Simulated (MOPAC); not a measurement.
MOPAC input (PM3):

```
PM3 PRECISE GNORM=0.05 LET XYZ UHF MS=0.5 GEO-OK AUX(PRECISION=9) THREADS=1
F2Sb

Sb   -0.15246409 1   -0.12031107 1    0.27598965 1
F    -0.42184238 1    1.47488843 1   -0.75930278 1
F     1.28580557 1   -0.79312570 1   -0.80463857 1
```

Output:

```
 *******************************************************************************
 **                                                                           **
 **                              MOPAC v23.2.5                                **
 **                                                                           **
 *******************************************************************************
 ** MOPAC's Digital Object Identifier: https://doi.org/10.5281/zenodo.6511958 **
 **                                                                           **
 ** Please cite the open-source release paper for use of this MOPAC version:  **
 ** J. E. Moussa and J. J. P. Stewart (2026)                                  **
 ** MOPAC: An open-source semiempirical molecular orbital program             **
 ** J. Open Source Softw., 11(119), 8025, https://doi.org/10.21105/joss.08025 **
 *******************************************************************************

                              PM3 CALCULATION RESULTS

 *******************************************************************************
 *  PM3        - The PM3 Hamiltonian to be used
 *  GEO-OK     - OVERRIDE INTERATOMIC DISTANCE AND OTHER SAFETY CHECKS
 *  UHF        - UNRESTRICTED HARTREE-FOCK CALCULATION
 *  MS=        - IN MECI, MAGNETIC COMPONENT OF SPIN =  0.5
 *  LET        - OVERRIDE SOME SAFETY CHECKS
 *  PRECISE    - TIGHTER CRITERIA TO BE USED
 *  XYZ        - CARTESIAN COORDINATE SYSTEM TO BE USED
 *  GNORM      - EXIT WHEN GRADIENT NORM DROPS BELOW 0.050
 *  AUX        - OUTPUT AUXILIARY INFORMATION
 *******************************************************************************
PM3 PRECISE GNORM=0.05 LET XYZ UHF MS=0.5 GEO-OK AUX(PRECISION=9) THREADS=1
 F2Sb

   ATOM   CHEMICAL          X               Y               Z
  NUMBER   SYMBOL      (ANGSTROMS)     (ANGSTROMS)     (ANGSTROMS)

     1      Sb         -0.15246409  *  -0.12031107  *   0.27598965  *
     2       F         -0.42184238  *   1.47488843  *  -0.75930278  *
     3       F          1.28580557  *  -0.79312570  *  -0.80463857  *

          CARTESIAN COORDINATES

    NO.       ATOM           X           Y           Z

     1        Sb         -0.1525     -0.1203      0.2760
     2         F         -0.4218      1.4749     -0.7593
     3         F          1.2858     -0.7931     -0.8046

  F: (PM3): J. J. P. STEWART, J. COMP. CHEM. 10, 209 (1989).
 Sb: (PM3): J. J. P. STEWART, J. COMP. CHEM. 12, 320-341 (1991).

           Empirical Formula: Sb F2  =     3 atoms

      MOLECULAR POINT GROUP   :   C2v

          UHF CALCULATION, NO. OF ALPHA ELECTRONS =   10
                           NO. OF BETA  ELECTRONS =    9

          Geometry optimization using EF

          DIAGONAL MATRIX USED AS START HESSIAN

 CYCLE:     1  GRAD.:    54.348 HEAT: -68.46737
 CYCLE:     2  GRAD.:   140.931 HEAT: -57.60461
 CYCLE:     3  GRAD.:    20.425 HEAT: -69.43228
 CYCLE:     4  GRAD.:    12.963 HEAT: -69.64528
 CYCLE:     5  GRAD.:     2.191 HEAT: -69.71748
 CYCLE:     6  GRAD.:     0.616 HEAT: -69.72975
 CYCLE:     7  GRAD.:     0.143 HEAT: -69.73044
 CYCLE:     8  GRAD.:     0.043 HEAT: -69.73045

     GRADIENT =  0.04299 IS LESS THAN CUTOFF =  0.05000

 -------------------------------------------------------------------------------
 PM3 PRECISE GNORM=0.05 LET XYZ UHF MS=0.5 GEO-OK AUX(PRECISION=9) THREADS=1
 F2Sb

     GEOMETRY OPTIMISED USING EIGENVECTOR FOLLOWING (EF).
     SCF FIELD WAS ACHIEVED

                              PM3 CALCULATION
                                                       MOPAC v23.2.5 Linux

          FINAL HEAT OF FORMATION =        -69.73045 KCAL/MOL =    -291.75220 KJ/MOL

          COSMO AREA              =         96.70 SQUARE ANGSTROMS
          COSMO VOLUME            =         84.40 CUBIC ANGSTROMS

          GRADIENT NORM           =          0.04299          =       0.02482 PER ATOM
          IONIZATION POTENTIAL    =          9.238866 EV
          ALPHA SOMO LUMO (EV)    =         -9.239 -0.598
          BETA  SOMO LUMO (EV)    =        -14.122 -2.992
          NO. OF ALPHA ELECTRONS  =         10
          NO. OF BETA  ELECTRONS  =          9
          MOLECULAR WEIGHT        =        159.7468         POINT GROUP:  C2v

          MOLECULAR DIMENSIONS (Angstroms)

            Atom       Atom       Distance
            F     3    F     2     2.76171
           Sb     1    F     3     1.38238
           Sb     1    F     2     0.00000

          SCF CALCULATIONS        =          9

   ATOM   CHEMICAL          X               Y               Z
  NUMBER   SYMBOL      (ANGSTROMS)     (ANGSTROMS)     (ANGSTROMS)

     1      Sb         -0.17014725  *  -0.13428074  *   0.30801283  *
     2       F         -0.37610174  *   1.46156208  *  -0.80046865  *
     3       F          1.28482965  *  -0.74443529  *  -0.84453901  *

                             CARTESIAN COORDINATES

   1   Sb       -0.170147251    -0.134280737     0.308012830
   2    F       -0.376101741     1.461562078    -0.800468654
   3    F        1.284829652    -0.744435294    -0.844539011

           Empirical Formula: Sb F2  =     3 atoms

      MOLECULAR POINT GROUP   :   C2v

          ALPHA EIGENVALUES
 -37.38438 -19.37675 -18.60553 -15.80078 -15.62592 -15.54818 -15.14183 -14.65074
 -14.21800  -9.23887  -0.59773  -0.32621

           BETA EIGENVALUES
 -35.39504 -19.35033 -18.49434 -15.61348 -15.52332 -15.40105 -14.69946 -14.63978
 -14.12208  -2.99232  -0.53106  -0.22837

              NET ATOMIC CHARGES AND DIPOLE CONTRIBUTIONS

  ATOM NO.   TYPE          CHARGE      No. of ELECS.   s-Pop       p-Pop
    1         Sb           0.732209        4.2678     1.97674     2.29106
    2          F          -0.366111        7.3661     1.74955     5.61656
    3          F          -0.366097        7.3661     1.74952     5.61658
 DIPOLE           X         Y         Z       TOTAL
 POINT-CHG.    -2.196    -1.733     3.976     4.862
 HYBRID         0.289     0.228    -0.523     0.640
 SUM           -1.907    -1.505     3.453     4.222

          ATOMIC ORBITAL ELECTRON POPULATIONS

     Atom    s        px        py        pz
    1 Sb   1.97674   0.80430   0.68941   0.79735
    2  F   1.74955   1.96111   1.77830   1.87715
    3  F   1.74952   1.80813   1.93865   1.86980

                    (SZ)    =    0.500000
                    (S**2)  =    0.750139

          ATOMIC ORBITAL SPIN POPULATIONS

    Atom   Total    s     px     py     pz
         Atomic
    1 Sb  0.9093  0.002  0.395  0.214  0.298
    2  F  0.0453  0.001  0.019  0.011  0.015
    3  F  0.0453  0.001  0.019  0.010  0.015

 **********************
 *                    *
 * JOB ENDED NORMALLY *
 *                    *
 **********************

 == MOPAC DONE ==
```

The geometry given is a B3LYP-D3(BJ)/def2-TZVP minimum.
